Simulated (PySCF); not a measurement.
Compound: C₆H₁₄N (doublet state).
Geometry (GFN2-xTB, Å), atoms numbered from 1 in this order:
```
atom  x, y, z in Å
C1    -1.210    1.923    0.145
C2    -1.242    0.574   -0.445
C3    -0.523   -0.496    0.400
C4    -0.988   -1.893   -0.009
C5     1.009   -0.359    0.279
C6     1.491    0.936    0.923
N7     1.400   -0.366   -1.125
H8    -1.461    2.062    1.180
H9    -1.148    2.793   -0.480
H10   -2.288    0.243   -0.553
H11   -0.797    0.587   -1.441
H12   -0.779   -0.344    1.454
H13   -2.041   -2.027    0.229
H14   -0.421   -2.659    0.519
H15   -0.863   -2.044   -1.079
H16    1.459   -1.207    0.835
H17    1.311    0.915    1.995
H18    0.938    1.772    0.491
H19    2.555    1.080    0.749
H20    2.398   -0.212   -1.210
H21    1.189   -1.263   -1.547
```

The hyperfine couplings belong to this conformer and change with its torsions.

As a line formula: `[CH2]C[C@@H](C)[C@H](C)N` [radical].

The calculation used UKS B3LYP, pcH-1 on C H N, non-relativistic, mean-field spin-orbit, GIAO in PySCF 2.14.0. The structure is a single GFN2-xTB conformer in the gas phase; no vibrational or solvent corrections. Couplings are sensitive to structure, and on GFN2-xTB geometries they can be far from those on DFT ones. No stability test was run, so a lower SCF solution isn't excluded.

(1) Give the principal g shifts and their parts.

(2) Average each term over the three axes. Which is largest in size?

(3) At 9.536 GHz, how far is the centre of the isotropic spectrum from where a free electron (g = 2.002319) resonates?

(4) In a frozen sample, at which fields do the three g values resonate at 9.5, 34, 94 and 263 GHz (hyperfine left aside), and which band first spreads them over more than twice a line width of 0.3 mT?

Results:

(1) 
| Δg (ppm) | 1 | 2 | 3 |
| --- | --- | --- | --- |
| relativistic mass correction | -144 | -144 | -144 |
| gauge correction | 9 | 46 | 20 |
| orbital Zeeman/spin–orbit | -12 | 480 | 719 |
| total | -147 | 382 | 596 |

So g = 2.00217, 2.00270, 2.00291 and g_iso = 2.00260; the tensor is rhombic: the two nearest values differ by 29 % of g3 − g1. Axes: g2 points within 13° of the C1–C2 bond.

(2) The orbital-Zeeman/spin–orbit term 396, the mass correction -144 and the gauge correction 25 ppm, for a total of 277 ppm. The orbital-Zeeman/spin–orbit term is the largest in size. The mass correction is the same along every axis, so the anisotropy comes from the other two: their spans along these axes are 37 (gauge) and 732 ppm (orbital Zeeman/spin–orbit).

(3) B = hν/(g μB) with μB/h = 13.99624 MHz/mT gives 340.27 mT for the free electron and 340.22 mT at g_iso, 0.05 mT lower.

(4) 
| band | GHz | B(g3) mT | B(g2) mT | B(g1) mT | spread mT |
| --- | --- | --- | --- | --- | --- |
| X | 9.5 | 338.88 | 338.92 | 339.01 | 0.13 |
| Q | 34.0 | 1212.84 | 1212.97 | 1213.29 | 0.45 |
| W | 94.0 | 3353.16 | 3353.51 | 3354.40 | 1.24 |
| J | 263.0 | 9381.70 | 9382.70 | 9385.18 | 3.48 |

The spread grows in proportion to the frequency. W band is the first where it exceeds 0.6 mT.

The largest Mulliken spin populations are on C1 (+1.05), C2 (-0.09) and H10 (+0.06). No atom but C1 exceeds +0.15. The angles at C1 add up to 358.7°, so it is planar; its axial dipolar tensor and the negative couplings of its protons fit spin in a p orbital normal to that plane.

The HOMO–LUMO gaps are 6.18 eV among the α and 5.24 eV among the β orbitals.
